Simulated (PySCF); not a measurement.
Curvature of the energy in the electron number along the 4p block, charge -1

Calculated with PySCF 2.14, in aug-cc-pVDZ-PP with ECP10MDF, ECP: one orbital is emptied in steps, and each cell gives the departure of E from the straight line at half an electron, in eV (from a cubic fit). The exact functional gives zero.

```csv
species,orbital,LDA,PBE,r2SCAN,PBE0,BHandHLYP,LC-wPBE
Ga⁻,4p alpha,-0.52,-0.50,-0.47,-0.35,-0.21,0.08
As⁻,4p beta,-0.71,-0.68,-0.61,-0.46,-0.29,0.09
Se⁻,4p beta,-0.85,-0.81,-0.74,-0.55,-0.32,0.07
Br⁻,4p beta,-0.97,-0.93,-0.86,-0.63,-0.35,0.03
```

Problem. Estimate the missing row, Ge⁻.

Solution. The calculation gives LDA -0.70; PBE -0.68; r2SCAN -0.64; PBE0 -0.47; BHandHLYP -0.27; LC-wPBE 0.08.

Problem. How does the mean departure depend on the functional?

Solution. LDA -0.75 eV; PBE -0.72 eV; r2SCAN -0.66 eV; PBE0 -0.49 eV; BHandHLYP -0.29 eV; LC-wPBE 0.07 eV. Semilocal functionals are convex (delocalisation error), and exact exchange removes curvature roughly in proportion to its share, so among the functionals the range-separated hybrids usually come closest to zero.

At the full anion the orbital energy is positive in some cells, where the basis helps to hold the electron.

No spin-orbit coupling is included.
